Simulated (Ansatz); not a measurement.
This geometry of C$_{2}$H$_{8}$O$_{2}$SiSn (14 atoms, charge 0, multiplicity 1) is a first-order saddle point.

The calculation used RKS B3LYP/def2-SVP (Ansatz).

```xyz
14
Properties=species:S:1:pos:R:3
C -1.759 -1.456 0.602
Sn 0.209 -1.434 -0.319
Si 1.635 0.593 0.459
O 1.323 2.015 -0.497
C 0.085 2.384 -0.807
O -0.915 1.785 -0.495
H -2.517 -1.273 -0.172
H -1.941 -2.430 1.078
H -1.822 -0.657 1.354
H 0.085 -1.389 -2.038
H 1.067 -2.879 0.096
H 3.103 0.425 0.288
H 1.355 0.961 1.879
H 0.080 3.325 -1.399
```

**Question.** Which two structures does it join? (They come from a converged band through this point; their orientation in space is the band's.)

**Answer.** No bond is made or broken. The dihedral H8–C1–Sn2–Si3 goes from 171 to -69°. The two ends are copies of one structure, up to a mirror image or an exchange of like atoms.

Image 0:

```xyz
14
Properties=species:S:1:pos:R:3
C -1.628 -1.459 0.866
Sn 0.337 -1.460 -0.054
Si 1.565 0.798 0.334
O 1.147 1.990 -0.865
C -0.114 2.199 -1.230
O -1.068 1.595 -0.806
H -2.156 -0.555 0.533
H -2.186 -2.355 0.558
H -1.530 -1.450 1.961
H 0.217 -1.736 -1.752
H 1.307 -2.729 0.613
H 3.045 0.732 0.195
H 1.236 1.393 1.663
H -0.183 3.008 -1.989
```

Image 6:

```xyz
14
Properties=species:S:1:pos:R:3
C -1.759 -1.456 0.560
Sn 0.213 -1.444 -0.344
Si 1.621 0.578 0.484
O 1.325 2.014 -0.457
C 0.092 2.402 -0.764
O -0.915 1.811 -0.461
H -2.386 -2.220 0.080
H -1.678 -1.676 1.634
H -2.201 -0.461 0.417
H 0.097 -1.366 -2.063
H 1.062 -2.899 0.055
H 3.092 0.414 0.332
H 1.323 0.926 1.904
H 0.101 3.348 -1.347
```

**Question.** How far does it lie above each of them?

**Answer.** 0.032 eV above the first and 0.032 eV above the second. This is the barrier of this one path; another mechanism may lie lower.

The run took 3.5 min on 2 threads of Arm Neoverse V1 (shared host), peak memory 0.44 GiB.
